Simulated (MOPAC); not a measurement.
MOPAC input (PM3):

```
PM3 PRECISE GNORM=0.05 LET XYZ UHF MS=0.5 GEO-OK AUX(PRECISION=9) THREADS=1
BaCl

Ba   -0.00000000 1   -0.00000000 1   -0.62886067 1
Cl    0.00000000 1    0.00000000 1    2.07154102 1
```

What heat of formation does the run end on?

-39.19 kcal/mol.
